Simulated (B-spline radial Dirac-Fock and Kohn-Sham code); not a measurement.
Dipole and non-dipole photoemission parameters of Si²⁺ 3s

System: the Si²⁺ ion, 1s2 2s2 2p6 3s2; threshold 32.44 eV (orbital energy of the model). Level of theory: Dirac-Hartree-Slater photoionisation with a Latter tail; cross sections with all multipoles, angular parameters from the dipole term and its interference with E2; a B-spline atomic structure program.

For linearly polarised light dσ/dΩ = σ/(4π) [1 + β P₂(cos θ) + (δ + γ cos²θ) sin θ cos φ], with θ from the polarisation vector and φ the angle between the beam and the projection of the electron momentum on the plane normal to the polarisation.

```
hν (eV)   σ (kb)      β       γ
   70.8      285  2.000   0.121
   72.5      276  2.000   0.117
   73.3      272  2.000   0.115
   74.5      266  2.000   0.113
   82.5      233  2.000   0.102
     98      186  2.000   0.076
    100      181  2.000   0.073
    110      159  2.000   0.057
    121      140  2.000   0.042
    150        ?      ?       ?
    400     18.9  2.000  -0.010
    600     8.75  2.000   0.064
    642     7.66  2.000   0.082
    721     6.08  2.000   0.116
    800     4.92  2.000   0.150
   1040     2.83  2.000   0.251
   1080     2.61  2.000   0.268
   1110     2.46  2.000   0.280
 1253.6     1.88  2.000   0.338
   1750    0.879  2.000   0.520
   2050    0.604  2.000   0.617
   2430    0.400  2.000   0.730
   2710    0.306  2.000   0.807
   2960    0.245  2.000   0.873
   3700    0.139  2.000   1.051
   4000    0.114  2.000   1.119
   4210   0.0993  2.000   1.165
   6000   0.0384  2.000   1.510
   7440   0.0212  2.000   1.743
   9750  0.00986  2.000   2.066
```

Q: Give the values at 150 eV.

A: σ = 102 kb, β = 2.000, γ = 0.011. For an s subshell δ is negligible.

Values without a named source are computed, but for edge energies of neutral atoms, which are taken from tables.
